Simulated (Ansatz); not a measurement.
W2F4, relaxed as a singlet with RKS r2SCAN-D4/def2-SVP in Ansatz, starting from the GFN1-xTB geometry. Force threshold 0.02 eV/Å.

In the def2 sets W takes a core potential; there is no spin–orbit coupling. The structure comes from a short search, and lower isomers may exist.

Start:

```xyz
6

W    -0.128   -0.150    1.522
W     0.137    0.177   -1.511
F    -1.061    1.411   -1.379
F    -1.139    1.187    1.910
F     0.850   -1.573    1.230
F     1.341   -1.051   -1.772
```

| step | energy (eV) | largest force component (eV/Å) | SCF passes |
| --- | --- | --- | --- |
| 1 | -14506.9714 | 5.326 | 43 |
| 2 | -14509.2635 | 3.116 | 52 |
| 3 | -14510.7432 | 2.856 | 52 |
| 4 (rejected) | -14508.1116 | 22.727 | 32 |
| 5 | -14511.0050 | 1.171 | 35 |
| 6 | -14511.0601 | 0.200 | 31 |
| 7 | -14511.0694 | 0.109 | 23 |
| 8 | -14511.1094 | 0.215 | 29 |
| 9 | -14511.1834 | 0.334 | 29 |
| 10 (rejected) | -14511.1042 | 1.349 | 37 |
| 11 | -14511.2244 | 0.195 | 31 |
| 12 | -14511.2311 | 0.026 | 24 |
| 13 | -14511.2314 | 0.005 | 23 |

Force components are those of the run's own axes.

End:

```
atom   x (Å)   y (Å)   z (Å)
  W1   0.218   0.038   1.132
  W2   0.333   0.404  -1.029
  F3  -1.185   1.485  -1.303
  F4  -1.330   1.008   1.593
  F5   0.903  -1.713   1.249
  F6   1.062  -1.221  -1.643
```

By distances, no bond broke or formed. The bond that changes most is W1–W2, from 3.06 to 2.19 Å (atoms count from 1). The end is the same structure that another start reached.

No frequencies were taken in this run, so the end may be a saddle point.

Run time 43 s (2 threads of AMD EPYC 7R13 on a shared host).
